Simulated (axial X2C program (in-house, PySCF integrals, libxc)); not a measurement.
Results of a calculation; reference values are marked as such.
# TeBr: input and output

Program: an in-house relativistic program for diatomic molecules.

Input file and command:
```json
{"zs": [52, 35], "q": 0, "bas": ["dyall-cv3z", "dyall-cv3z"], "levels": ["PBE0", "HF", "PBE50"], "cc": true, "r0": 2.5, "thr": -1.0, "nmax": 90, "npts": 10, "nst": 2, "ntry": 6}
```
```bash
python so2c.py task.json out
```

Keys: zs atomic numbers; q charge; bas basis sets; levels methods; cc coupled cluster on or off; r0 starting distance in Å; thr threshold in hartree for freezing inner shells (an s shell follows its p shell); nmax most natural virtual spinors; npts points on the curve; nst determinants followed; ntry starts of the search. HF also brings MP2.

Output of the HF step, 2c, at R = 2.477 Å for the state Ω = 3/2. It starts from PBE0 orbitals of this distance.

```
two-component X2C + atomic mean field  HF
basis functions 226  fitting functions 1206  grid points 5800
iter        total energy     max residual
   1      -9391.700700534     2.54e-01
   2      -9391.733073089     6.05e-03
   3      -9391.734281709     3.72e-03
   4      -9391.734553561     1.69e-03
   5      -9391.734658419     1.14e-03
   6      -9391.734703923     6.02e-04
   7      -9391.734717084     1.82e-04
   8      -9391.734721905     9.61e-05
   9      -9391.734724496     8.10e-05
  10      -9391.734726730     5.89e-05
  11      -9391.734728237     3.64e-05
  12      -9391.734728908     1.55e-05
  13      -9391.734728980     1.00e-05
  14      -9391.734728997     6.57e-06
  15      -9391.734729007     3.96e-06
  16      -9391.734729009     1.60e-06
converged
one-electron -13709.25663071  Coulomb 4199.64806767  exact exchange -265.90676299  xc functional 0.00000000  nuclear repulsion 388.81813640  atomic mean-field constant -5.03753939
correlated 13  virtual 261  natural virtual 90  E(MP2) -0.275473824  MP2 remainder -0.010713968
iter   CCSD correlation   residual
   1     -0.284828589   1.12e-01
   2     -0.292418047   3.98e-02
   3     -0.293430264   1.53e-02
   4     -0.293482281   7.33e-03
   5     -0.293563434   3.56e-03
   6     -0.293572365   1.66e-03
   7     -0.293578705   6.69e-04
   8     -0.293580286   3.05e-04
   9     -0.293578447   1.74e-04
  10     -0.293579712   9.27e-05
  11     -0.293579912   3.61e-05
  12     -0.293580261   1.25e-05
  13     -0.293580271   5.32e-06
(T) -0.012221532  T1 0.0216  D1 0.0589  max T2 0.088
```
Energies are in hartree; totals compare only within one Hamiltonian and basis. T1 in the output is the amplitude norm over the root of the electron number; divide by √2 for the Lee–Taylor value. The determinant is spin-polarised beyond a pure state at some levels (its spin-free form has ⟨S²⟩ too high), which makes Re and μ there less reliable.
